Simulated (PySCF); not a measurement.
Bond stretch in CuF, singlet.

- UKS-BHandHLYP = unrestricted BHandHLYP/def2-TZVP (PySCF 2.14.0)
- RHF/def2-TZVP (PySCF)
- UKS-M06-2X = PySCF with unrestricted M06-2X/def2-TZVP

Magnitude of the dipole moment (D; its direction can reverse along the curve, and a method can change to another solution) and Mulliken charge of the fragment that holds Cu1:

| R / Å | μ UKS-BHandHLYP | q UKS-BHandHLYP | μ RHF | q RHF | μ UKS-M06-2X | q UKS-M06-2X |
|---|---|---|---|---|---|---|
| 1.34 | 3.53 | 0.75 | 4.20 | 0.82 | 3.59 | 0.75 |
| 1.42 | 4.08 | 0.73 | 4.76 | 0.81 | 4.12 | 0.74 |
| 1.51 | 4.61 | 0.70 | 5.26 | 0.78 | 4.60 | 0.71 |
| 1.59 | 5.03 | 0.68 | 5.65 | 0.76 | 4.99 | 0.68 |
| 1.64 | 5.27 | 0.66 | 5.89 | 0.75 | 5.21 | 0.67 |
| 1.70 | 5.54 | 0.65 | 6.17 | 0.74 | 5.47 | 0.65 |
| 1.76 | 5.81 | 0.64 | 6.45 | 0.74 | 5.73 | 0.64 |
| 1.81 | 6.03 | 0.64 | 6.69 | 0.74 | 5.94 | 0.63 |
| 1.86 | 6.24 | 0.64 | 6.92 | 0.74 | 6.15 | 0.63 |
| 1.94 | 6.58 | 0.64 | 7.31 | 0.74 | 6.47 | 0.63 |
| 2.03 | 6.95 | 0.65 | 7.74 | 0.75 | 6.83 | 0.64 |
| 2.19 | 7.61 | 0.66 | 8.54 | 0.78 | 7.46 | 0.65 |
| 2.35 | 8.24 | 0.68 | 9.35 | 0.80 | 8.07 | 0.66 |
| 2.66 | 8.84 | 0.66 | 10.97 | 0.84 | — | — |
| 2.91 | 7.42 | 0.51 | 12.30 | 0.87 | 7.93 | 0.54 |
| 3.19 | 6.13 | 0.38 | 13.80 | 0.89 | 7.19 | 0.45 |
| 3.53 | 4.82 | 0.27 | 15.60 | 0.91 | 6.52 | 0.37 |
| 3.84 | 3.80 | 0.20 | 17.24 | 0.93 | 5.93 | 0.31 |
| 4.28 | 2.57 | 0.12 | 19.54 | 0.95 | 4.93 | 0.24 |
| 4.80 | 1.41 | 0.06 | 22.24 | 0.97 | 3.62 | 0.16 |
| 5.35 | 0.54 | 0.02 | 25.04 | 0.98 | 2.41 | 0.09 |
| 6.19 | 0.06 | 0.00 | 29.06 | 0.98 | 1.10 | 0.04 |
| 7.03 | 0.00 | 0.00 | 32.54 | 0.97 | 0.21 | 0.01 |

Dashes: no converged value, or the column stops at the first point that the program doubted or that broke a chosen test of continuity, which isn't proof of a fault.

The unrestricted determinant behind UKS-BHandHLYP, UKS-M06-2X is spin-contaminated at 2.66 to 7.03 Å (<S²> up to 1.0, against 0.00 for a pure singlet). The restricted form behind RHF keeps the bonding electrons paired and can't separate into open-shell fragments.
